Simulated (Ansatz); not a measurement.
Geometry optimisation, RKS PBE0-D4/def2-SVP in Ansatz.

Input file:

```yaml
crystal:
  periodic: [false, false, false]
  atoms:
    - { symbol: C, position_ang: [-0.8459, 0.8491, -0.1968] }
    - { symbol: C, position_ang: [0.2712, -0.0896, -0.1806] }
    - { symbol: O, position_ang: [0.7004, -0.5577, -1.428] }
    - { symbol: C, position_ang: [0.3596, -1.0856, 0.8856] }
    - { symbol: Se, position_ang: [1.6984, 0.2693, 1.1138] }
    - { symbol: H, position_ang: [-0.6255, 1.7885, -0.8322] }
    - { symbol: H, position_ang: [-1.1179, 1.2499, 0.8184] }
    - { symbol: H, position_ang: [-1.7461, 0.4153, -0.6554] }
    - { symbol: H, position_ang: [1.2307, 0.2152, -1.7793] }
    - { symbol: H, position_ang: [0.6864, -2.0898, 0.6209] }
    - { symbol: H, position_ang: [-0.5459, -1.0215, 1.6543] }
basis:
  gaussian: { orbitals: def2-SVP }
hamiltonian:
  xc: pbe0
  dispersion: d4
relax:
  f_tol: 0.015
  max_steps: 40
```

Run as:

```bash
$ ansatz run input.yaml --threads 2 --pin off --max-ram 3072MiB --backend cpu --events-out ev --progress --plain --runs-dir out
```

Q: Where does it end, and by what steps?

A: It converged. After 8 steps the energy has fallen by 0.380 eV; H9 moved furthest, 0.30 Å.

```tsv
step	energy less start (eV)	largest force component (eV/Å)	accepted
0	0.0000	2.942	yes
1	-0.3105	1.119	yes
2	-0.3647	0.291	yes
3	-0.3669	0.340	yes
4	-0.3689	0.240	yes
5	-0.3749	0.152	yes
6	-0.3786	0.106	yes
7	-0.3799	0.016	yes
8	-0.3799	0.007	yes
```

```xyz
11
Properties=species:S:1:pos:R:3
C -0.833 0.906 -0.230
C 0.284 -0.098 -0.158
O 0.731 -0.558 -1.363
C 0.330 -1.092 0.918
Se 1.690 0.287 1.251
H -0.521 1.801 -0.790
H -1.146 1.228 0.771
H -1.692 0.454 -0.756
H 0.967 0.197 -1.914
H 0.741 -2.068 0.645
H -0.486 -1.114 1.646
```

Whether the end is a true minimum wasn't checked by a vibrational analysis.

Time of the run: 35 s on 2 threads of Arm Neoverse V1, on a shared host, peak memory 0.3 GiB.
